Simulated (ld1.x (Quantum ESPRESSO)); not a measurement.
Building the RRKJ potential for rhodium (Rh) (PBE, non-relativistic).

Rh, norm-conserving RRKJ (Kleinman–Bylander form), made with ld1.x (Quantum ESPRESSO) 7.5 (PBE, non-relativistic). Core [Ar] 3d10, reference 4s2 4p6 4d8 5s0.5 5p0.5. Waves: 4s (bound): rc 1.05 bohr; 4d (bound): rc 1.70 bohr; 4p (bound): rc 1.00 bohr. Local part: the p channel. Core correction: a·sin(br)/r model core inside 1.05 bohr. rho0 = 0.005.

Occupied shells without a wave of their own: 5p, 5s. They enter only through the test configuration that unscreens the potential, and ld1.x also counts them in the model core charge.

All-electron outer shells of the reference configuration (PBE, non-relativistic, ld1.x):

```csv
shell,level (eV),outermost node (bohr),outermost maximum (bohr)
3d,-305.72,–,0.29
4s,-77.75,0.48,0.91
4p,-49.93,0.48,0.96
4d,-7.16,0.46,1.14
5s,-4.51,1.23,2.73
5p,-1.31,1.37,3.88
```

(1) Estimate the cutoffs (Ry, on a coarse ladder) from which the occupation-weighted sum of valence levels, in a spherical-Bessel basis at the reference potential, stays within 10 and 1 mRy of its value at 400 Ry.

(2) Does the potential have ghost states?

(3) Tests: 4s2 4p6 4d8 5s1 5p0; 4s2 4p6 4d8 5s0 5p0; 4s2 4p6 4d7 5s0 5p0; 4s2 4p6 4d7 5s1 5p1; 4s2 4p6 4d7 5s1 5p0; 4s2 4p6 4d6 5s0 5p0; 4s2 4p6 4d8 5s0 5p1. Which has the largest error in its energy relative to the reference configuration, and how large is it?

## Answers

(1) 160 Ry and 230 Ry.

(2) No extra level below or beside the all-electron valence levels (s, d, p, f tested).

(3) 4s2 4p6 4d6 5s0 5p0, with -310 meV (all-electron minus pseudo) on +58.10 eV.

ld1.x takes every shell without a wave as core, so the model core holds the 5p, 5s electrons as well and exchange and correlation see them twice. This cancels in the reference configuration, but the file is broken for other ones, and its errors say nothing about a proper core correction.
